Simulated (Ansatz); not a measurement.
Consider the ligand exchange at the Al–O bond: `C[O][Al]([OH])[F]` + H₂Te → `[OH][Al]([F])[TeH]` + CH₃OH.

Program: Ansatz. Geometries: PBE0-D4/def2-TZVP. ΔE: electronic, gas phase. CBS: MP2 limit from def2 TZ/QZ plus the TZ coupled-cluster correction, frozen cores. This one scheme is used for every species. DFT in def2-TZVPP. HSE06 is defined as in plane-wave codes. Elements past krypton have def2 core potentials. For Te outer-core shells are correlated without core-valence functions, which leaves a few kJ/mol of doubt a bond. One conformer a species, not always the lowest.

| level | ΔE (kJ/mol) |
| --- | --- |
| PBE0-D4 | 6.2 |
| ωB97X-V | 18.4 |
| PBE | 6.2 |
| HSE06 | 6.0 |

**Question.** What does CCSD(T)/CBS give? (Estimate.)

**Answer.** Computed: +12.6 kJ/mol. The listed levels differ from it by -6.4, 5.8, -6.4, -6.6 kJ/mol.

Largest T1 diagnostic among the species: 0.012.

At CCSD(T), def2-SVP lies +13.5 kJ/mol from the extrapolated value and def2-TZVPP +7.1 kJ/mol. Leaving LDA and LC-ωPBE aside and taking each functional with its dispersion term where it has one, the values, not all of them listed here, spread over 22.1 kJ/mol, from HSE06-D4 to CAM-B3LYP-D4. LDA lies +5.3 kJ/mol from PBE without D4. In def2-TZVPP, CCSD(T) changes the Hartree–Fock value by −5.5 kJ/mol (the triples alone add −2.4 kJ/mol) and MP2 by −10.0 kJ/mol.
